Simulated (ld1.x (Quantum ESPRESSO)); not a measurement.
**Transferability test, TM potential for magnesium**

```
Element                 : Mg
Generator               : ld1.x (Quantum ESPRESSO) 7.5
Type                    : norm-conserving Troullier–Martins (Kleinman–Bylander form)
Functional              : PW91
Relativity              : non-relativistic
Frozen core             : [He]
Valence charge          : 10
Reference configuration : 2s2 2p6 3s2 3p0
Partial waves           : 2s (bound): rc 0.60 bohr; 2p (bound): rc 1.25 bohr
Local potential         : all-electron potential smoothed inside 1.10 bohr (lloc = -1)
Core correction         : none
```

Occupied shells without a wave of their own: 3s. They enter only through the test configuration that unscreens the potential.

Energies are relative to the spin-unpolarised reference configuration 2s2 2p6 3s2 3p0; without spin polarisation the order of configurations can differ from experiment.

```csv
valence configuration,charge,ΔE all-electron (eV),error AE − PS (meV)
2s2 2p6 3s1 3p0,+1,7.981,-154
2s2 2p6 3s0 3p0,+2,23.028,-434
2s2 2p6 3s1.5 3p0,+0.5,3.157,-65
2s2 2p6 3s0 3p2,0,7.150,-374
2s2 2p6 3s0 3p1,+1,12.311,-419
```

Q: What are ΔE and the potential's error for 2s2 2p6 3s1 3p1?

A: ΔE = 3.478 eV all-electron; the error (AE − PS) is -165 meV.

Q: What are ΔE and the potential's error for 2s2 2p5 3s2 3p0?

A: ΔE = 58.738 eV all-electron; the error (AE − PS) is +391 meV.

ld1.x printed “convergence not achieved” for 6 of the counted tests; their residual had stalled under 1e-8, short of the target of 1e-14. The 3s level has no wave, so the channel is fitted at the deeper level alone: the likely source of the large errors.
